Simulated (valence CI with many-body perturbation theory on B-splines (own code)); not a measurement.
Values are calculated unless marked as measured or tabulated.
**Eu13+: configurations and terms from energies and g**

Level of theory: configuration interaction combined with many-body perturbation theory (CI+MBPT): four valence electrons over a frozen Dirac-Fock core [Kr] 4d10, radial functions for each j: 8 s, 8 p, 9 d, 9 f, 6 g, 3 h, 2 i, with the one-electron correlation potential Σ1, the two-electron term Σ2, the three-electron term Σ3, Breit, model QED; selected CI, second order for the rest (own B-spline code, finite nucleus).

No measured spectrum was set against this ion. As an estimate, terms of the open shell hold to a few per cent of their energy, and close levels can change places; configurations with another count of f electrons can be misplaced by thousands of cm⁻¹. Core correlation moves these levels by up to 37000 cm⁻¹, and in measured spectra 5 to 20 % of such shifts remained as error; rates that hang on mixing are uncertain with them.

| No. | J | Parity | E (cm⁻¹) | g |
| --- | --- | --- | --- | --- |
| 1 | 4 | even | 0.0 | 0.809 |
| 2 | 5 | even | 5671 | 1.032 |
| 3 | 2 | even | 9362 | 0.679 |
| 4 | 6 | even | 11277 | 1.164 |
| 5 | 3 | even | 13239 | 1.082 |
| 8 | 4 | odd | 22449 | 0.605 |
| 9 | 5 | odd | 24859 | 0.901 |
| 10 | 6 | odd | 27845 | 1.070 |
| 11 | 7 | odd | 31166 | 1.176 |
| 12 | 2 | even | 32539 | 1.054 |
| 13 | 8 | odd | 34682 | 1.247 |
| 15 | 5 | odd | 39062 | 0.850 |
| 16 | 6 | even | 40278 | 1.000 |
| 17 | 1 | even | 40964 | 1.500 |

Energies count from the lowest level. Strongly mixed levels and levels close to another of their J and parity, and those with J = 0 are left out, so the numbers can have gaps.

Q: Give configuration and LS term of each level.

A: 1: 4f²5s² ³H; 2: 4f²5s² ³H; 3: 4f²5s² ³F; 4: 4f²5s² ³H; 5: 4f²5s² ³F; 8: 4f³5s ⁵I°; 9: 4f³5s ⁵I°; 10: 4f³5s ⁵I°; 11: 4f³5s ⁵I°; 12: 4f²5s² ¹D; 13: 4f³5s ⁵I°; 15: 4f³5s ³I°; 16: 4f²5s² ¹I; 17: 4f²5s² ³P.
